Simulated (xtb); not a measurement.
Harmonic IR lines of one isomer of C2H6N2, unscaled. All values below come from GFN2-xTB (xtb).

```csv
wavenumber (cm⁻¹),relative intensity
286,64
443,5.1
483,3.1
829,26
964,4.5
1060,5.5
1154,3.8
1341,40
1389,13
1461,5.4
1487,18
1738,100
3013,6.9
3025,5.5
3344,11
```

Question: Say which structure gives these lines.
(A) `[H]/N=C(/C)N`
(B) `C=C(N)N`
(C) `C/N=C\N`
(D) `C/N=C/N`

Answer: A, `[H]/N=C(/C)N`
